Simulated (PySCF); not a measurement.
# Interval between two levels of Gd⁺ by level of theory

Gd⁺ [Xe] 4f7 5d1 6s1 [10D13/2, M_J = 13/2] → Gd⁺ [Xe] 4f7 5d2 [10F15/2, M_J = 15/2], as a difference of total energies. Computed with PySCF 2.14 in x2c-TZVPall-2c with one added diffuse shell each of s, p, d, f type (12s12p11d5f1g, 147 functions), with the two-component X2C-1e Hamiltonian. Correlated levels: [Ar] 3d10 frozen; the 18 highest virtual spinors dropped. "Screened" scales the spin-orbit matrix elements by Boettger's factors to mimic the two-electron term; Breit and QED terms are absent.

```csv
method,interval between two levels (cm⁻¹)
GHF (screened spin-orbit),4648.6
GMP2 (screened spin-orbit),4852.4
```

The labels give the starting determinants; with spin-orbit coupling the two ends relaxed to ⟨J²⟩ = 48.78, ⟨L²⟩ = 6.21, ⟨S²⟩ = 24.65 and ⟨J²⟩ = 63.76, ⟨L²⟩ = 12.26, ⟨S²⟩ = 24.63.

For comparison: 4669.8 cm⁻¹ (measured; NIST Handbook of Basic Atomic Spectroscopic Data (Sansonetti and Martin, J. Phys. Chem. Ref. Data 34, 1559 (2005))).
